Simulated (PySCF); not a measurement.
Correlation energy of Te²⁺ (tellurium, charge +2)

[Kr] 4d10 5s2 5p2, high-spin 3P determinant. Calculation: PySCF 2.14, in x2c-TZVPPall; the spin-free X2C one-electron Hamiltonian (Gaussian nucleus). Frozen: [Kr] 4d10; 4 electrons correlated.

```csv
level,correlation energy (mhartree)
CCSD,-57.41
(T),-1.11
CCSD(T),-58.52
CCSDT,-58.83
```

Diagnostics: T1 = 0.0059, D1 = 0.0160, largest double amplitude 0.091.

Cost of the coupled-cluster step: of the order of 1.2 core-seconds, for 4 correlated electrons.
